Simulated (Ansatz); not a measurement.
`C=[CH][Ge]([Cl])([Cl])[Cl]` → 2 C• + 3 Cl• + Ge• + 3 H•  (atomization)

Isolated molecules relaxed with PBE0-D4/def2-TZVP in Ansatz; ΔE leaves out vibrations. CBS: MP2 limit from def2 TZ/QZ plus the TZ coupled-cluster correction, frozen cores. This one scheme is used for every species, atoms too. For atomizations the MP2-based limit and the directly extrapolated one differ by several kJ/mol either way, and by 10 to 25 for some Ge, Se and Sn compounds, so smaller differences from it don't rank the levels. DFT in def2-TZVPP. HSE06 is defined as in plane-wave codes. Open shells (•) are unrestricted, without spin–orbit coupling. Spin–orbit coupling would lower the free atoms: a little for C, Cl; clearly for Ge. Bonds to Ge are less sure, by a few kJ/mol each and by 10 to 20 or more in all where they break to atoms, as the def2 sets lack core-valence functions. Scalar relativity is left out up to krypton. One conformer a species, not always the lowest.

`C=[CH][Ge]([Cl])([Cl])[Cl]`:

Z-matrix (Å, degrees):
```
Ge
C 1 1.918
Cl 1 2.134 2 110.8
Cl 1 2.134 2 111.5 3 120.4
Cl 1 2.134 2 111.5 3 -120.4
C 2 1.325 1 122.1 3 -0.0
H 2 1.086 1 116.4 3 180.0
H 6 1.085 2 122.1 1 -0.0
H 6 1.086 2 121.2 1 180.0
```

CCSD(T)/CBS gives +3255.8 kJ/mol.

Task: Another level gave +3256.5 kJ/mol. Which?
A. CCSD/def2-TZVPP
B. HSE06/def2-TZVPP
C. r2SCANh/def2-TZVPP
D. CAM-B3LYP-D4/def2-TZVPP

Result: B. HSE06 3256.5, CCSD/def2-TZVPP 3107.4, r2SCANh 3249.7, CAM-B3LYP-D4 3226.2 kJ/mol.

Largest T1 diagnostic among the species: 0.010.

In def2-TZVPP, CCSD(T) changes the Hartree–Fock value by +790.9 kJ/mol (the triples alone add +67.9 kJ/mol) and MP2 by +887.3 kJ/mol; breaking electron pairs costs correlation energy, which Hartree–Fock lacks. From PBE to PBE0 (25 % exact exchange), in def2-TZVPP and without D4, ΔE moves by −48.9 kJ/mol: exact exchange takes away binding that semilocal exchange gives to molecules. At CCSD(T), def2-SVP lies −203.9 kJ/mol from the extrapolated value and def2-TZVPP −80.4 kJ/mol: correlation converges slowly with the basis, and small sets miss more of it in the bonded molecule than in its fragments.
